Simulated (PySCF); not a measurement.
PySCF input (BP86/def2-TZVPD):

```python
from pyscf import gto, scf, dft

mol = gto.M(
    atom='''
    P    -0.00000000   -0.00000000   -0.51471894
    O     0.00000000    0.00000000    0.96509801
    ''',
    basis='def2-tzvpd',
    charge=0,
    spin=1,
    symmetry='C2v',
    verbose=4,
)

mf = dft.UKS(mol, xc='bp86').density_fit(auxbasis='def2-universal-jkfit')
mf.grids.level = 3
mf.conv_tol = 1e-9
mf.max_cycle = 100
mf.max_memory = 1500
mf.kernel()
if not mf.converged:
    mf = mf.newton()
    mf.kernel(mf.make_rdm1())
mf.analyze()
```

Output:

```
PySCF version 2.14.0

[INPUT] verbose = 4
[INPUT] num. atoms = 2
[INPUT] num. electrons = 23
[INPUT] charge = 0
[INPUT] spin (= nelec alpha-beta = 2S) = 1
[INPUT] symmetry C2v subgroup None
[INPUT] Mole.unit = angstrom
[INPUT] Symbol           X                Y                Z      unit          X                Y                Z       unit  Magmom
[INPUT]  1 P      0.000000000000   0.000000000000  -0.514718940000 AA    0.000000000000   0.000000000000  -0.972677827726 Bohr   0.0
[INPUT]  2 O      0.000000000000   0.000000000000   0.965098010000 AA    0.000000000000   0.000000000000   1.823770922263 Bohr   0.0

nuclear repulsion = 42.9115677519439
point group symmetry = Coov, use subgroup C2v
symmetry origin: [ 0.00000000e+00  0.00000000e+00 -1.64324013e-09]
symmetry axis x: [1. 0. 0.]
symmetry axis y: [0. 1. 0.]
symmetry axis z: [0. 0. 1.]
num. orbitals of irrep A1 = 37
num. orbitals of irrep A2 = 8
num. orbitals of irrep B1 = 19
num. orbitals of irrep B2 = 19
number of shells = 29
number of NR pGTOs = 124
number of NR cGTOs = 83
basis = def2-tzvpd
ecp = {}

******** <class 'pyscf.df.df_jk.DFSymAdaptedUKS'> ********
method = DFSymAdaptedUKS
initial guess = minao
damping factor = 0
level_shift factor = 0
DIIS = <class 'pyscf.scf.diis.CDIIS'>
diis_start_cycle = 1
diis_space = 8
diis_damp = 0
SCF conv_tol = 1e-09
SCF conv_tol_grad = None
SCF max_cycles = 100
direct_scf = False
number electrons alpha = 12  beta = 11
XC library pyscf.dft.libxc version 7.1.2
    S. Lehtola, C. Steigemann, M. J. T. Oliveira, and M. A. L. Marques,  SoftwareX 7, 1–5 (2018)
XC functionals = bp86
    A. D. Becke,  Phys. Rev. A 38, 3098 (1988)
    J. P. Perdew,  Phys. Rev. B 33, 8822 (1986)
    J. P. Perdew,  Phys. Rev. B 34, 7406–7406 (1986)
radial grids:
    Treutler-Ahlrichs [JCP 102, 346 (1995); DOI:10.1063/1.469408] (M4) radial grids

becke partition: Becke, JCP 88, 2547 (1988); DOI:10.1063/1.454033
pruning grids: <function nwchem_prune>
grids dens level: 3
symmetrized grids: C2v
atomic radii adjust function: <function treutler_atomic_radii_adjust>
small_rho_cutoff = 0
Freeze 0 electrons in irreps []
    23 free electrons in irreps A1 A2 B1 B2
[...]
beta  HOMO (B1) = -0.336565231774292  LUMO (B2) = -0.154787525901986
  HOMO = -0.17148565101  LUMO = -0.164754523866  gap/eV = 0.18316
Extra cycle  E= -416.626721149826  delta_E= -1.61e-11  |g|= 2.13e-06  |ddm|= 7.46e-06
converged SCF energy = -416.626721149826  <S^2> = 0.7531299  2S+1 = 2.0031275
**** SCF Summaries ****
Total Energy =                        -416.626721149826153
Nuclear Repulsion Energy =              42.911567751943920
One-electron Energy =                 -660.515588405498647
Two-electron Energy =                  200.977299503728545
Two-electron Coulomb Energy =          232.796445136467753
DFT Exchange-Correlation Energy =      -31.819145632739200
HOMO-LUMO gap [eV] =                     0.183163299086801
Wave-function symmetry = B1
alpha occupancy for each irrep:     A1   A2   B1   B2
                                     7    0    3    2
beta  occupancy for each irrep:     A1   A2   B1   B2
                                     7    0    2    2
**** MO energy ****
alpha MO #1 (A1 #1), energy= -76.4190255953065 occ= 1
alpha MO #2 (A1 #2), energy= -18.8124792503501 occ= 1
alpha MO #3 (A1 #3), energy= -6.37523223124732 occ= 1
alpha MO #4 (B2 #1), energy= -4.59574371692528 occ= 1
alpha MO #5 (B1 #1), energy= -4.58986222335257 occ= 1
alpha MO #6 (A1 #4), energy= -4.58778011908332 occ= 1
alpha MO #7 (A1 #5), energy= -0.946948967237368 occ= 1
alpha MO #8 (A1 #6), energy= -0.509821909960962 occ= 1
alpha MO #9 (B2 #2), energy= -0.363934944231592 occ= 1
alpha MO #10 (B1 #2), energy= -0.36275080602825 occ= 1
alpha MO #11 (A1 #7), energy= -0.354191552917747 occ= 1
alpha MO #12 (B1 #3), energy= -0.1714856510103 occ= 1
alpha MO #13 (B2 #3), energy= -0.164754523865502 occ= 0
alpha MO #14 (A1 #8), energy= -0.0242639870322824 occ= 0
alpha MO #15 (A1 #9), energy= 0.0172970280905626 occ= 0
alpha MO #16 (B1 #4), energy= 0.0743348235926664 occ= 0
alpha MO #17 (B2 #4), energy= 0.0747790432104694 occ= 0
alpha MO #18 (A1 #10), energy= 0.0773722841246089 occ= 0
alpha MO #19 (A2 #1), energy= 0.0816004140919905 occ= 0
alpha MO #20 (A1 #11), energy= 0.0856554252882916 occ= 0
alpha MO #21 (B1 #5), energy= 0.135948438477898 occ= 0
alpha MO #22 (B2 #5), energy= 0.142512438525918 occ= 0
alpha MO #23 (A1 #12), energy= 0.178875760116485 occ= 0
alpha MO #24 (A1 #13), energy= 0.214359778079888 occ= 0
alpha MO #25 (B1 #6), energy= 0.290239760105643 occ= 0
alpha MO #26 (B2 #6), energy= 0.294926453006627 occ= 0
alpha MO #27 (A2 #2), energy= 0.334406971967508 occ= 0
alpha MO #28 (A1 #14), energy= 0.337495947422311 occ= 0
alpha MO #29 (A1 #15), energy= 0.345157854578513 occ= 0
alpha MO #30 (B1 #7), energy= 0.365835880942429 occ= 0
alpha MO #31 (B2 #7), energy= 0.366368543445704 occ= 0
alpha MO #32 (A1 #16), energy= 0.394182598856158 occ= 0
alpha MO #33 (A2 #3), energy= 0.41136291417738 occ= 0
alpha MO #34 (A1 #17), energy= 0.412862653301604 occ= 0
alpha MO #35 (B1 #8), energy= 0.507270060124864 occ= 0
alpha MO #36 (B2 #8), energy= 0.509200784834791 occ= 0
alpha MO #37 (A1 #18), energy= 0.630273594695787 occ= 0
alpha MO #38 (A1 #19), energy= 0.678323077391887 occ= 0
alpha MO #39 (B2 #9), energy= 0.727475052785516 occ= 0
alpha MO #40 (B1 #9), energy= 0.730107294766456 occ= 0
alpha MO #41 (A1 #20), energy= 0.766323099619491 occ= 0
alpha MO #42 (A1 #21), energy= 0.926516885413278 occ= 0
alpha MO #43 (B1 #10), energy= 1.1923513496071 occ= 0
alpha MO #44 (B2 #10), energy= 1.1935060820216 occ= 0
alpha MO #45 (B1 #11), energy= 1.22708344326288 occ= 0
alpha MO #46 (B2 #11), energy= 1.22803906733557 occ= 0
alpha MO #47 (A2 #4), energy= 1.23235471373665 occ= 0
alpha MO #48 (A1 #22), energy= 1.23511337697597 occ= 0
alpha MO #49 (A1 #23), energy= 1.27704403751523 occ= 0
alpha MO #50 (A2 #5), energy= 1.28146270961238 occ= 0
alpha MO #51 (A1 #24), energy= 1.28382898463311 occ= 0
alpha MO #52 (B1 #12), energy= 1.39182247903895 occ= 0
alpha MO #53 (B2 #12), energy= 1.39651623360036 occ= 0
alpha MO #54 (B2 #13), energy= 1.58189677381422 occ= 0
alpha MO #55 (B1 #13), energy= 1.58502374028044 occ= 0
alpha MO #56 (A1 #25), energy= 1.65348769612009 occ= 0
alpha MO #57 (A2 #6), energy= 1.69825666667875 occ= 0
alpha MO #58 (A1 #26), energy= 1.69919731201256 occ= 0
alpha MO #59 (A1 #27), energy= 1.93664052807579 occ= 0
alpha MO #60 (B1 #14), energy= 2.10469324146925 occ= 0
alpha MO #61 (B2 #14), energy= 2.10494056435634 occ= 0
alpha MO #62 (A1 #28), energy= 2.21045441985292 occ= 0
alpha MO #63 (B1 #15), energy= 2.71295775534191 occ= 0
alpha MO #64 (B2 #15), energy= 2.71443261666217 occ= 0
alpha MO #65 (A1 #29), energy= 2.9117814529932 occ= 0
alpha MO #66 (A1 #30), energy= 3.55185672397841 occ= 0
alpha MO #67 (B1 #16), energy= 4.97743760969993 occ= 0
alpha MO #68 (B2 #16), energy= 4.97748767740963 occ= 0
alpha MO #69 (A2 #7), energy= 5.06028560828556 occ= 0
alpha MO #70 (A1 #31), energy= 5.0607518090309 occ= 0
alpha MO #71 (B2 #17), energy= 5.21895909517291 occ= 0
alpha MO #72 (B1 #17), energy= 5.22123847225982 occ= 0
alpha MO #73 (A1 #32), energy= 5.37208207702005 occ= 0
alpha MO #74 (A2 #8), energy= 6.2132920423782 occ= 0
alpha MO #75 (A1 #33), energy= 6.21448622149651 occ= 0
alpha MO #76 (B1 #18), energy= 6.45675263261157 occ= 0
alpha MO #77 (B2 #18), energy= 6.45916985703695 occ= 0
alpha MO #78 (A1 #34), energy= 6.76787158078802 occ= 0
alpha MO #79 (B2 #19), energy= 7.09601850358772 occ= 0
alpha MO #80 (B1 #19), energy= 7.10025504408046 occ= 0
alpha MO #81 (A1 #35), energy= 7.73029250200156 occ= 0
alpha MO #82 (A1 #36), energy= 14.7493457768698 occ= 0
alpha MO #83 (A1 #37), energy= 43.136170229084 occ= 0
beta  MO #1 (A1 #1), energy= -76.4162200155471 occ= 1
beta  MO #2 (A1 #2), energy= -18.8067399322284 occ= 1
beta  MO #3 (A1 #3), energy= -6.37245993131286 occ= 1
beta  MO #4 (B2 #1), energy= -4.59409685720444 occ= 1
beta  MO #5 (A1 #4), energy= -4.58623543850958 occ= 1
beta  MO #6 (B1 #1), energy= -4.58161280092434 occ= 1
beta  MO #7 (A1 #5), energy= -0.937397907314704 occ= 1
beta  MO #8 (A1 #6), energy= -0.489528612998555 occ= 1
beta  MO #9 (B2 #2), energy= -0.359554146537772 occ= 1
beta  MO #10 (A1 #7), energy= -0.341858380724688 occ= 1
beta  MO #11 (B1 #2), energy= -0.336565231774292 occ= 1
beta  MO #12 (B2 #3), energy= -0.154787525901986 occ= 0
beta  MO #13 (B1 #3), energy= -0.121056355263867 occ= 0
beta  MO #14 (A1 #8), energy= -0.0162163868592653 occ= 0
beta  MO #15 (A1 #9), energy= 0.0241405613469742 occ= 0
beta  MO #16 (B2 #4), energy= 0.0753968688140807 occ= 0
beta  MO #17 (B1 #4), energy= 0.0795950484642036 occ= 0
beta  MO #18 (A1 #10), energy= 0.0802409287909286 occ= 0
beta  MO #19 (A2 #1), energy= 0.100262183556676 occ= 0
[...]
```
